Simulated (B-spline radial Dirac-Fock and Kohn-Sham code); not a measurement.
A summary of the ionisation energies of lead (Z = 82) against charge, from Dirac-Fock (average of configuration) total-energy differences with a finite nucleus, the Breit interaction including its frequency dependence, and self-energy and vacuum-polarisation corrections and from the NIST table. The largest relative steps of the computed values, from charge +5 on, come at Pb⁵⁺ (77 electrons left, 68.34 to 85.22 eV); Pb¹⁴⁺ (68 electrons left, 242.8 to 345.6 eV); Pb⁵⁴⁺ (28 electrons left, 3282.2 to 5458.3 eV); Pb⁷²⁺ (10 electrons left, 9150.6 to 20341.8 eV). The median of |NIST − computed| / NIST over the 77 ions is 1.35 %.

| charge | computed (eV) | NIST (eV) |
| --- | --- | --- |
| 0 | 6.16 | 7.41668 |
| 5 | 85.22 | 82.9 |
| 10 | 179.5 | 182 |
| 15 | 370.5 | 374 |
| 23 | 724.2 | 690 |
| 28 | 986.0 | 990 |
| 33 | 1275.5 | 1300 |
| 38 | 1834.8 | 1819 |
| 43 | 2144.4 | 2163 |
| 48 | 2725.9 | 2671 |
| 53 | 3282.2 | 3282.1 |
| 58 | 6060.5 | 6015 |
| 63 | 6848.7 | 6924 |
| 68 | 8133.7 | 8520 |
| 73 | 20739.8 | 19970 |
| 80 | 99485.9 | 99491.8 |
